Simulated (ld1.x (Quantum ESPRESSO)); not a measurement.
What one change does to a pseudopotential (C (Z = 6), TM)

```
Element                 : carbon
Generator               : ld1.x (Quantum ESPRESSO) 7.5
Type                    : norm-conserving Troullier–Martins (Kleinman–Bylander form)
Functional              : LDA (PZ)
Relativity              : scalar-relativistic
Frozen core             : [He]
Valence charge          : 4
Reference configuration : 2s2 2p0 (charge +2)
Partial waves           : 2p (bound, empty): rc 2.60 bohr; 3d channel at 0.15 Ry: rc 2.55 bohr; 2s (bound): rc 0.90 bohr
Local potential         : the s channel
Core correction         : a·sin(br)/r model core, default radius (core density twice the valence density)
```

Change: all radii but the core radius scaled by about 1.42 (s 1.28, p 3.70, d 3.62 bohr).

Cutoffs: the cutoffs (Ry, on a coarse ladder) from which the occupation-weighted sum of valence levels, in a spherical-Bessel basis at the reference potential, stays within 10 and 1 mRy of its value at 400 Ry; they do not see the model core or the augmentation charge, which bear on the density cutoff. Errors are all-electron minus pseudo energies relative to the spin-unpolarised reference configuration.

**Question.** Predict the effect on cutoff, ghosts and configuration errors.

**Answer.** The potential gets softer (70 Ry and 120 Ry → 35 Ry and 80 Ry); the number of tests that count goes from 9 to 4; of the 4 tests that both files solve, the error grows in 3 and shrinks in 1 by more than 15 % and 0.3 meV (median size 298.1 → 795.6 meV); neither file shows a bound ghost at the reference potential, the only one tested. A larger radius leaves more room for a smooth pseudo-wave, so fewer plane waves are needed.

| quantity | base | changed |
| --- | --- | --- |
| cutoff, loose | 70 Ry | 35 Ry |
| cutoff, tight | 120 Ry | 80 Ry |
| bound ghosts | none | none |
| tests counted (converged, no solver errors) | 9 of 9 | 4 of 9 |
| error for 2s2 2p1, meV [ΔE -24.26 eV] | +290 | +798 |
| error for 2s1 2p0, meV [ΔE 47.97 eV] | +38 | +30 |
| error for 2s2 2p1.5, meV [ΔE -31.22 eV] | +503 | +1483 |
| error for 2s2 2p1 (spin-polarised), meV [ΔE -24.66 eV] | +306 | +793 |

Changed file: Tests not counted: 2s2 2p2 (solver errors, printed error -95.8 eV); 2s1 2p3 (solver errors, printed error -99.2 eV); 2s0 2p4 (solver errors, printed error -105 eV); 2s2 2p2.3 (solver errors, printed error -109 eV); 2s2 2p2 (spin-polarised) (solver errors, printed error -96.7 eV).
